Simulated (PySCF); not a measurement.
# Which basis set comes closest?

Molecule: SMILES CC(C)C1CCCC1, C₈H₁₆.

Geometry:
```tsv
atom	x (Å)	y (Å)	z (Å)
C1	-2.153	0.415	1.306
C2	-1.410	-0.235	0.144
C3	-2.241	-0.157	-1.132
C4	-0.017	0.375	-0.039
C5	0.789	-0.177	-1.222
C6	2.228	0.187	-0.879
C7	2.318	-0.137	0.613
C8	0.923	0.196	1.180
H9	-2.333	1.484	1.103
H10	-3.133	-0.060	1.469
H11	-1.588	0.346	2.248
H12	-1.261	-1.305	0.389
H13	-2.357	0.890	-1.460
H14	-3.251	-0.566	-0.972
H15	-1.783	-0.717	-1.960
H16	-0.155	1.459	-0.212
H17	0.680	-1.276	-1.265
H18	0.457	0.221	-2.193
H19	2.384	1.267	-1.045
H20	2.976	-0.345	-1.486
H21	2.529	-1.211	0.739
H22	3.129	0.404	1.123
H23	0.942	1.104	1.800
H24	0.562	-0.615	1.834
```

Geometry PBE0-D3(BJ)/def2-SVP throughout; GIAO in PySCF, gas phase, one conformer, non-relativistic; equivalent atoms averaged; functional PBE0.

Reference values (measured; solution, not stated per compound (mostly CDCl3 or CCl4); Pretsch, Buehlmann, Badertscher, Structure Determination of Organic Compounds, 4th ed. (2009)): δ(C4) = 47.4 ppm, δ(C5/C8) = 30.0 ppm, δ(C6/C7) = 24.7 ppm. Computed shifts are taken against TMS, calculated as an isolated molecule at each level.

Question: How do the basis sets STO-3G, pcSseg-0, 6-31G, 6-31G*, cc-pVDZ, def2-SVP, pcSseg-1, 6-311+G(2d,p), aug-cc-pVDZ perform against the reference? Times are CPU seconds on shared hosts with different chips, so compare them loosely.

Answer: 
```tsv
basis set	functions	C4	C5/C8	C6/C7	mean abs. error C	core-s
STO-3G	56	41.8	34.1	31.4	5.5	6.9
pcSseg-0	104	48.4	35.0	29.2	3.5	12
6-31G	104	48.3	33.6	28.6	2.8	15
6-31G*	144	46.0	31.9	27.4	2.0	22
cc-pVDZ	192	50.2	33.6	29.2	3.6	30
def2-SVP	192	47.3	31.8	27.0	1.4	28
pcSseg-1	216	49.4	33.9	29.1	3.4	32
6-311+G(2d,p)	312	50.1	33.5	28.8	3.4	70
aug-cc-pVDZ	328	50.2	33.1	28.6	3.3	69
```

For ¹³C the closest is def2-SVP (1.4 ppm) and the furthest STO-3G (5.5 ppm). Where a smaller basis beats a larger one, errors probably cancel. One molecule is a small sample, and vibrational and solvent effects are absent from the calculation.

A small basis that lands close on one nucleus may do so by chance; judge by the trend and by all nuclei.
